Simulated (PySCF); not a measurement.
# Two-component Hartree-Fock for S¹²⁺ (sulfur, charge +12)

Start: [He] 2s2. Calculated with PySCF 2.14 in an even-tempered Gaussian basis (17 s from 2 bohr⁻², ratio 2.4; 10 p from 2.6 bohr⁻², ratio 2.4; 5 d from 8.8 bohr⁻², ratio 2.6; 5 f from 13 bohr⁻², ratio 2.6): generalised Hartree-Fock with the X2C-1e Hamiltonian and a Gaussian nucleus; one run each with spin-orbit coupling (SO) switched off, then screened by Boettger's factors.

```json
{"spinor shell": "1s1/2", "electrons": "2", "ε, spin-free (eV)": "-3067.5", "ε, screened SO (eV)": "-3067.5", "weight of nominal j (screened SO)": "1.000", "rms radius, screened SO (bohr)": "0.111"}
{"spinor shell": "2s1/2", "electrons": "2", "ε, spin-free (eV)": "-647.25", "ε, screened SO (eV)": "-647.25", "weight of nominal j (screened SO)": "1.000", "rms radius, screened SO (bohr)": "0.447"}
```

```tsv
quantity	spin-free	screened SO
E (hartree)	-296.67019	-296.67019
M_J	0	0
⟨J²⟩	0.000	0.000
⟨L²⟩	0.000	0.000
⟨S²⟩	0.000	0.000
```

Without spin-orbit coupling the j labels of p, d and f shells carry no meaning; the spin-free column gives the mean over the occupied spinors of each nl shell.
